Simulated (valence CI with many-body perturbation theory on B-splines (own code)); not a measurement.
# E1 line list for K V

Computed by configuration interaction combined with many-body perturbation theory (CI+MBPT): five valence electrons over a frozen Dirac-Fock core [Ne], radial functions for each j: 11 s, 11 p, 10 d, 8 f, 5 g, 2 h, with the one-electron correlation potential Σ1, the two-electron term Σ2, the three-electron term Σ3, Breit, model QED; selected CI, second order for the rest, scaled by the run's own slope (own B-spline code, finite nucleus).

Set against measurement, 33 paired levels are off by 288 cm⁻¹ on average, the worst by 1156. These come from a selection out of Sansonetti, J. Phys. Chem. Ref. Data 37, 7 (2008). Levels without a partner in it may be off by more. Among the levels kept, up to 3400 cm⁻¹ of a level comes from second order outside the variational space, and about a tenth of that is noise between levels of different J, which matters for small intervals. 5 measured levels below the end of the list, from 206720 cm⁻¹ on, found no clear computed partner, and computed levels of the same name lie up to 6871 cm⁻¹ from them.

Lines 301 to 350 of 580 in falling wavelength, among levels below 469680 cm⁻¹, chosen from the strongest by gf and those to the six lowest levels. Wavelengths and rates use the calculated energies, so an error of 300 cm⁻¹ moves a line at 456.1 Å by 0.14 % and its rate by three times that or more. Electric multipoles are in the length gauge, E1 and E2 with the static RPA response of the core. Weak lines are less certain than strong ones. Lines between different terms over intervals too small for the method are left out, as are lines whose strength nearly cancels. Where a level lies close to another of its J and parity, the split of strength between their lines is uncertain. The highest levels of a list are the least certain.

Names give the largest LS component (configuration and term), which can be under half, so a name can repeat, a term be missing and a line seem to break the LS rules; names also repeat where a configuration has a term twice. Letters in brackets count levels of one name in rising energy.

| λ vac (Å) | Upper | Lower | A (s⁻¹) | log gf | Branch % |
| --- | --- | --- | --- | --- | --- |
| 531.3 | 3s2.3p.3d2 2P°_3/2 | 3s2.3p2.3d 2D_5/2 [a] | 7.38e+08 | -0.90 | 1.8 |
| 528.3 | 3s.3p3.3d 4D°_7/2 [c] | 3s2.3p2.3d 4F_9/2 | 8.49e+08 | -0.55 | 2.2 |
| 528.2 | 3s.3p3.3d 2F°_7/2 [b] | 3s2.3p2.3d 2F_7/2 [a] | 6.64e+08 | -0.65 | 20.5 |
| 528.1 | 3s.3p3.4s 4S°_3/2 | 3s2.3p2.3d 4P_5/2 | 7.39e+08 | -0.91 | 5.5 |
| 528.1 | 3s.3p3.3d 2G°_9/2 [b] | 3s2.3p2.3d 4D_7/2 | 1.03e+09 | -0.37 | 22.8 |
| 528.0 | 3s.3p3.3d 2G°_7/2 [b] | 3s2.3p2.3d 2F_5/2 [a] | 1.50e+09 | -0.30 | 33.3 |
| 527.3 | 3s.3p3.3d 2F°_5/2 [c] | 3s2.3p2.3d 2G_7/2 | 3.88e+08 | -1.01 | 1.4 |
| 525.8 | 3s.3p3.3d 2F°_7/2 [c] | 3s2.3p2.3d 2G_9/2 | 3.33e+08 | -0.96 | 1.1 |
| 523.8 | 3s.3p3.3d 4D°_5/2 [c] | 3s2.3p2.3d 4F_7/2 | 8.44e+08 | -0.68 | 2.2 |
| 522.1 | 3s.3p3.3d 2F°_7/2 [b] | 3s2.3p2.3d 4D_7/2 | 6.05e+08 | -0.70 | 18.7 |
| 521.9 | 3s.3p3.3d 2F°_5/2 [b] | 3s2.3p2.3d 2F_5/2 [a] | 1.21e+09 | -0.53 | 41.3 |
| 520.8 | 3s.3p3.3d 2F°_7/2 [b] | 3s2.3p2.3d 2F_5/2 [a] | 3.82e+08 | -0.91 | 11.8 |
| 520.8 | 3s.3p3.3d 4D°_3/2 [c] | 3s2.3p2.3d 4F_5/2 | 8.92e+08 | -0.84 | 2.4 |
| 518.9 | 3s.3p3.3d 4D°_1/2 [b] | 3s2.3p2.3d 4F_3/2 | 1.17e+09 | -1.02 | 3.1 |
| 510.7 | 3s2.3p.3d2 2P°_1/2 | 3s2.3p2.3d 2P_1/2 [b] | 1.30e+09 | -0.99 | 3.2 |
| 510.4 | 3s2.3p.3d2 2P°_3/2 | 3s2.3p2.3d 2P_3/2 [b] | 1.98e+09 | -0.51 | 4.9 |
| 509.1 | 3s2.3p2.4p 2P°_1/2 [a] | 3s2.3p2.3d 2P_1/2 [a] | 1.28e+09 | -1.00 | 35.8 |
| 506.4 | 3s.3p3.3d 4D°_7/2 [a] | 3s.3p4 4P_5/2 | 3.45e+07 | -1.97 | 34.4 |
| 506.2 | 3s.3p3.3d 4D°_5/2 [a] | 3s.3p4 4P_5/2 | 1.90e+07 | -2.36 | 17.2 |
| 504.8 | 3s2.3p2.4p 2P°_3/2 [a] | 3s2.3p2.3d 2P_3/2 [a] | 1.50e+09 | -0.64 | 41.3 |
| 488.4 | 3s2.3p.3d2 4D°_7/2 | 3s2.3p2.3d 4P_5/2 | 3.93e+08 | -0.95 | 2.4 |
| 483.4 | 3s.3p3.3d 2D°_3/2 [b] | 3s2.3p2.3d 2P_1/2 [a] | 3.48e+09 | -0.31 | 48.4 |
| 482.2 | 3s.3p3.3d 2F°_7/2 [d] | 3s2.3p2.3d 2G_9/2 | 7.89e+09 | 0.34 | 30.1 |
| 481.9 | 3s.3p3.3d 2F°_5/2 [d] | 3s2.3p2.3d 2G_7/2 | 8.02e+09 | 0.22 | 29.9 |
| 481.0 | 3s.3p3.3d 2D°_5/2 [b] | 3s2.3p2.3d 2P_3/2 [a] | 4.12e+09 | -0.07 | 55.6 |
| 479.9 | 3s.3p3.3d 2D°_3/2 [b] | 3s2.3p2.3d 2P_3/2 [a] | 7.12e+08 | -1.01 | 9.9 |
| 478.2 | 3s.3p3.3d 4D°_7/2 [d] | 3s2.3p2.3d 2F_7/2 [a] | 2.09e+09 | -0.24 | 9.1 |
| 477.5 | 3s.3p3.3d 4D°_5/2 [d] | 3s2.3p2.3d 2F_7/2 [a] | 7.89e+08 | -0.79 | 3.2 |
| 475.5 | 3s2.3p2.4p 2P°_3/2 [c] | 3s.3p4 2S_1/2 | 1.29e+09 | -0.76 | 8.7 |
| 475.0 | 3s.3p3.3d 4D°_7/2 [d] | 3s2.3p2.3d 4D_5/2 | 6.76e+08 | -0.74 | 2.9 |
| 475.0 | 3s.3p3.3d 2D°_5/2 [c] | 3s2.3p2.3d 4D_7/2 | 4.67e+08 | -1.02 | 1.7 |
| 474.3 | 3s.3p3.3d 4D°_5/2 [d] | 3s2.3p2.3d 4D_5/2 | 2.16e+09 | -0.36 | 8.9 |
| 474.2 | 3s.3p3.3d 4D°_3/2 [d] | 3s2.3p2.3d 4D_5/2 | 2.29e+09 | -0.51 | 9.4 |
| 473.2 | 3s.3p3.3d 4D°_7/2 [d] | 3s2.3p2.3d 4D_7/2 | 3.03e+09 | -0.09 | 13.2 |
| 473.0 | 3s.3p3.3d 4D°_5/2 [d] | 3s2.3p2.3d 4D_3/2 | 1.32e+09 | -0.57 | 5.4 |
| 472.8 | 3s.3p3.3d 4D°_3/2 [d] | 3s2.3p2.3d 4D_3/2 | 2.25e+09 | -0.52 | 9.3 |
| 472.8 | 3s.3p3.3d 4D°_1/2 [c] | 3s2.3p2.3d 4D_3/2 | 3.94e+09 | -0.58 | 16.2 |
| 472.5 | 3s.3p3.3d 4D°_5/2 [d] | 3s2.3p2.3d 4D_7/2 | 8.55e+08 | -0.77 | 3.5 |
| 472.5 | 3s.3p3.3d 4D°_3/2 [d] | 3s2.3p2.3d 4D_1/2 | 1.60e+09 | -0.67 | 6.6 |
| 472.4 | 3s.3p3.3d 4D°_1/2 [c] | 3s2.3p2.3d 4D_1/2 | 3.22e+09 | -0.67 | 13.3 |
| 471.5 | 3s.3p3.3d 4D°_5/2 [d] | 3s2.3p2.3d 2F_5/2 [a] | 7.49e+08 | -0.82 | 3.1 |
| 461.0 | 3s.3p3.3d 4D°_7/2 [d] | 3s2.3p2.3d 4F_9/2 | 9.22e+09 | 0.37 | 40.0 |
| 460.6 | 3s.3p3.3d 2D°_5/2 [c] | 3s2.3p2.3d 4F_7/2 | 8.42e+08 | -0.79 | 3.1 |
| 459.0 | 3s.3p3.3d 4D°_7/2 [d] | 3s2.3p2.3d 4F_7/2 | 1.51e+09 | -0.42 | 6.6 |
| 458.3 | 3s.3p3.3d 4D°_5/2 [d] | 3s2.3p2.3d 4F_7/2 | 7.06e+09 | 0.13 | 29.0 |
| 456.7 | 3s.3p3.3d 4D°_5/2 [d] | 3s2.3p2.3d 4F_5/2 | 2.05e+09 | -0.41 | 8.4 |
| 456.6 | 3s.3p3.3d 4D°_3/2 [d] | 3s2.3p2.3d 4F_5/2 | 7.37e+09 | -0.04 | 30.4 |
| 456.1 | 3s2.3p2.3d 2P_3/2 [b] | 3s2.3p3 2P°_3/2 | 1.34e+09 | -0.78 | 4.8 |
| 455.5 | 3s.3p3.3d 4D°_3/2 [d] | 3s2.3p2.3d 4F_3/2 | 2.35e+09 | -0.53 | 9.7 |
| 455.5 | 3s.3p3.3d 4D°_1/2 [c] | 3s2.3p2.3d 4F_3/2 | 9.68e+09 | -0.22 | 39.9 |
